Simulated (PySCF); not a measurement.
## Calculated data, CH2FOSi, CH7BNSi

Computed with PySCF 2.14.0. Calculation on a computer-drawn molecule: optimised geometry and harmonic frequencies of an isolated molecule of the commonest isotopes, restricted reference for singlets and unrestricted otherwise, frozen core in MP2.

Common to all runs: multiplicity 1.

```json
{"entry": 1, "formula": "CH2FOSi", "start_structure": {"atoms_angstrom": [["C", 1.6596, -0.1899, -0.8147], ["Si", -0.0906, -0.6662, -0.8416], ["O", -1.3184, -0.2358, -1.4732], ["F", -0.282, -1.8302, 0.3856], ["H", 2.0078, 0.4988, -1.5473], ["H", 2.3831, -0.7923, -0.3107]]}, "given": {"charge": -1, "method": "HF", "basis": "aug-cc-pV(D+d)Z", "drawn_bonds_atom": [1, 2, 2, 1, 1], "drawn_bonds_other_atom": [2, 3, 4, 5, 6], "drawn_bonds_order": [2, 1, 1, 1, 1]}, "results": {"optimised_atom_element": ["C", "Si", "O", "F", "H", "H"], "optimised_atom_x [angstrom]": [1.629, -0.03824, -1.32, -0.2715, 1.992, 2.369], "optimised_atom_y [angstrom]": [-0.2589, -0.667, -0.2087, -1.832, 0.497, -0.7465], "optimised_atom_z [angstrom]": [-0.8755, -0.7783, -1.472, 0.3375, -1.56, -0.253], "modes_frequency [cm^-1]": [300.8, 385.5, 389.3, 533.0, 573.5, 758.1, 814.9, 962.6, 1252, 1480, 3267, 3352], "modes_reduced_mass [dalton]": [2.936, 13.82, 19.63, 1.055, 1.186, 3.214, 2.191, 5.566, 11.48, 1.2, 1.054, 1.113], "rotational_constants [GHz]": [8.203, 7.028, 3.785], "total_energy [hartree]": -502.3818, "convergence_status_largest_gradient_component [hartree/bohr]": 1.593e-05}}
{"entry": 2, "formula": "CH2FOSi", "start_structure": {"atoms_angstrom": [["C", 1.6286, -0.2589, -0.8755], ["Si", -0.0382, -0.667, -0.7783], ["O", -1.32, -0.2087, -1.4721], ["F", -0.2715, -1.8316, 0.3375], ["H", 1.9921, 0.497, -1.5605], ["H", 2.3686, -0.7465, -0.253]]}, "given": {"charge": -1, "method": "MP2", "basis": "aug-cc-pV(D+d)Z", "drawn_bonds_atom": [1, 2, 2, 1, 1], "drawn_bonds_other_atom": [2, 3, 4, 5, 6], "drawn_bonds_order": [2, 1, 1, 1, 1]}, "results": {"optimised_atom_element": ["C", "Si", "O", "F", "H", "H"], "optimised_atom_x [angstrom]": [1.644, -0.04429, -1.363, -0.266, 2.006, 2.383], "optimised_atom_y [angstrom]": [-0.2552, -0.6643, -0.1918, -1.859, 0.5095, -0.7551], "optimised_atom_z [angstrom]": [-0.8763, -0.7822, -1.497, 0.3656, -1.57, -0.2418], "modes_frequency [cm^-1]": [274.4, 300.3, 340.8, 450.3, 500.5, 691.3, 746.8, 892.9, 1132, 1361, 3164, 3269], "modes_reduced_mass [dalton]": [2.996, 7.583, 14.35, 1.317, 1.05, 4.149, 1.879, 5.687, 10.05, 1.203, 1.053, 1.114], "rotational_constants [GHz]": [7.826, 6.76, 3.627], "total_energy [hartree]": -503.0444, "convergence_status_largest_gradient_component [hartree/bohr]": 1.384e-05}}
{"entry": 3, "formula": "CH7BNSi", "start_structure": {"atoms_angstrom": [["C", -1.4333, -1.7605, 0.1435], ["B", -1.041, -1.6795, -1.3327], ["N", 0.2817, -1.2095, -1.8362], ["Si", 1.6309, -0.6157, -1.0186], ["H", -2.2973, -1.1457, 0.3144], ["H", -1.7167, -2.7205, 0.3989], ["H", -0.664, -1.3381, 0.7904], ["H", -1.817, -2.01, -2.1808], ["H", 0.3857, -1.231, -2.8092], ["H", 1.6102, -0.4784, 0.3798], ["H", 2.6792, -0.2533, -1.8356]]}, "given": {"charge": 1, "method": "HF", "basis": "cc-pV(D+d)Z", "drawn_bonds_atom": [1, 2, 3, 1, 1, 1, 2, 3, 4, 4], "drawn_bonds_other_atom": [2, 3, 4, 5, 6, 7, 8, 9, 10, 11], "drawn_bonds_order": [1, 1, 1, 1, 1, 1, 1, 1, 1, 1]}, "results": {"optimised_atom_element": ["C", "B", "N", "Si", "H", "H", "H", "H", "H", "H", "H"], "optimised_atom_x [angstrom]": [-1.421, -1.037, 0.2779, 1.59, -2.336, -1.693, -0.681, -1.786, 0.3629, 1.588, 2.753], "optimised_atom_y [angstrom]": [-1.712, -1.672, -1.196, -0.6232, -1.126, -2.74, -1.364, -2.028, -1.238, -0.5161, -0.2264], "optimised_atom_z [angstrom]": [0.1636, -1.349, -1.857, -1.054, 0.3052, 0.4249, 0.8862, -2.204, -2.862, 0.3971, -1.838], "modes_frequency [cm^-1]": [99.98, 161.4, 205.1, 283.2, 438.7, 686.9, 689.4, 778.4, 816.1, 856.0, 915.7, 1025, 1037, 1083, 1160, 1304, 1429, 1467, 1546, 1563, 2446, 2493, 2787, 3170, 3232, 3262, 3732], "modes_reduced_mass [dalton]": [1.051, 1.658, 3.509, 1.314, 2.104, 1.525, 1.087, 1.197, 2.29, 1.135, 1.676, 1.12, 1.765, 1.925, 1.947, 1.893, 1.366, 1.376, 1.048, 1.114, 1.028, 1.06, 1.097, 1.041, 1.096, 1.101, 1.075], "rotational_constants [GHz]": [13.46, 3.328, 2.712], "total_energy [hartree]": -409.8131, "convergence_status_largest_gradient_component [hartree/bohr]": 1.769e-05}}
```
